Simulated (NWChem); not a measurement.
Molecule: C₂H₃Cl₃; SMILES CC(Cl)(Cl)Cl

Computed with NWChem. Coordinates come from a PBE0/def2-SVP optimisation. Level: B3LYP/def2-SVP with SMD (1 M gas to 1 M solution), gas-phase geometry.

For solvent chlorobenzene:

```yaml
dipole in solution (D): 2.08
```

Problem. Estimate the same quantities for solvent toluene.

Solution. 
| Quantity | Value |
|---|---|
| dipole in solution (D) | 1.93 |
